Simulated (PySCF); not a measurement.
C₂H₅S (SMILES C[CH]S), doublet, geometry from GFN2-xTB. Base run: BLYP/STO-3G (PySCF).

PySCF was given this input:
```python
from pyscf import gto, scf, dft

mol = gto.Mole()
mol.atom = '''
    C     1.53299942    0.71450865   -0.07982546
    C     0.06095953    0.70378944   -0.22714829
    S    -0.80517238   -0.73669354    0.18351772
    H    -2.02845725   -0.24935278   -0.03240556
    H    -0.41201640    1.36171374   -0.93464300
    H     1.87938030    1.72772034    0.12702719
    H     1.83695475    0.06093026    0.73566701
    H     2.04314293    0.37629641   -0.99008672
'''
mol.basis = 'sto-3g'
mol.spin = 1
mol.verbose = 4
mol.build()

mf = dft.UKS(mol)
mf.xc = 'blyp'
mf.kernel()
mf.analyze()
```

Each row names what was changed in the base input (with any setting that the change needs).

| change | ΔE vs base (mEh) | fitting functions | dipole (D) |
|---|---|---|---|
| base | 0.000 | - | 0.72 |
| auxbasis = cc-pvtz-jkfit | -0.228 | 429 | 0.72 |
| auxbasis = cc-pvqz-jkfit | -0.181 | 615 | 0.72 |
| auxbasis = even-tempered beta=1.6 | -4.464 | 289 | 0.73 |
| auxbasis = def2-universal-jfit | -2.372 | 204 | 0.72 |
| auxbasis = cc-pvdz-jkfit | -0.282 | 367 | 0.72 |
| auxbasis = cc-pvtz-ri | -11.398 | 434 | 0.72 |
| auxbasis = def2-universal-jkfit | -1.428 | 368 | 0.72 |
| auxbasis = even-tempered beta=2.0 | -4.871 | 207 | 0.73 |
| auxbasis = autoaux | -4.680 | 269 | 0.73 |

A fitting set is made for a task (jfit for Coulomb, jkfit for Coulomb and exchange, ri for correlation) and for a family of orbital bases.

Open shells are given as the SCF converged; they aren't shown to be the lowest states, and a large step between rows can be another state.
